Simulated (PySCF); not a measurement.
Compound: C₇H₁₂.
Cartesian coordinates in Å at the PBE0-D3(BJ)/def2-SVP level; atoms count from 1:
```
atom  x, y, z in Å
C1    -1.9712    1.4081    1.3005
C2    -1.3744    0.5025    0.7598
C3    -0.6556   -0.5803    0.0871
C4    -1.4165   -1.0516   -1.1552
C5     0.8158   -0.1991   -0.2093
C6     1.5876    0.0437    1.0817
C7     0.9380    0.9885   -1.1561
H8    -2.5066    2.2017    1.7869
H9    -0.6204   -1.4273    0.7968
H10   -1.5482   -0.2341   -1.8782
H11   -0.8683   -1.8678   -1.6504
H12   -2.4158   -1.4208   -0.8844
H13    1.2521   -1.0841   -0.7072
H14    1.1703    0.9032    1.6299
H15    2.6468    0.2576    0.8726
H16    1.5451   -0.8320    1.7481
H17    0.4648    1.8835   -0.7219
H18    0.4642    0.7938   -2.1295
H19    1.9962    1.2244   -1.3453
```

Level: B3LYP/def2-SVPD in PySCF, non-relativistic, on one gas-phase PBE0-D3(BJ)/def2-SVP geometry that isn't relaxed in the solvent. The solvent is an IEF-PCM continuum (cavity from Bondi-type radii × 1.2). The model holds no explicit solvent molecules, cavitation or dispersion.

Gas phase at B3LYP/def2-SVPD: HOMO -7.39 eV, LUMO 0.31 eV, dipole 0.72 D.

Question: What does the continuum do to the energy, the frontier levels and the dipole at B3LYP/def2-SVPD in chloroform and tetrahydrofuran?

Answer: 
```json
{"solvent": "chloroform", "ε": "4.711", "E(solvent) − E(gas) (kcal/mol)": "-2.02", "polarisation term (kcal/mol)": "-2.21", "distortion of the solute (kcal/mol)": "0.19", "HOMO (eV)": "-7.45", "LUMO (eV)": "0.43", "dipole (D)": "1.04"}
{"solvent": "tetrahydrofuran", "ε": "7.426", "E(solvent) − E(gas) (kcal/mol)": "-2.34", "polarisation term (kcal/mol)": "-2.61", "distortion of the solute (kcal/mol)": "0.27", "HOMO (eV)": "-7.47", "LUMO (eV)": "0.44", "dipole (D)": "1.10"}
```

Polarisation term: ½ Σ q·V over the induced surface charges. Distortion: the rise of the solute's own energy as its density leaves the gas-phase optimum. From chloroform to tetrahydrofuran the lowering changes by a factor 1.16, Onsager's factor (ε − 1)/(2ε + 1) by 1.14 and ε itself by 1.6.

Question: Give the dipole vector in the frame of the coordinates (D, pointing from negative to positive charge), gas and tetrahydrofuran.

Answer: Gas (0.38, -0.50, -0.36), solvent (0.58, -0.78, -0.52). Its length changes by +53 % and its direction by 2°.

Question: How does the static polarisability (B3LYP/def2-SVPD, frozen core, with the continuum's full static response) change?

Answer: 
```tsv
medium	isotropic (au)	principal values (au)	⟨r²⟩ of the electrons (bohr²)
gas	84.2	74.6, 82.5, 95.6	864.5
chloroform	104.6	93.5, 100.5, 119.8	864.1
tetrahydrofuran	108.4	97.2, 103.6, 124.3	864.1
```

The isotropic value in tetrahydrofuran is 1.29 times the gas-phase one; no cavity-field correction is applied. ⟨r²⟩ is taken about the centre of nuclear charge.

The run took about 70 s of CPU time (one thread, shared machine). This is the whole response run at B3LYP/def2-SVPD in tetrahydrofuran, SCF included.
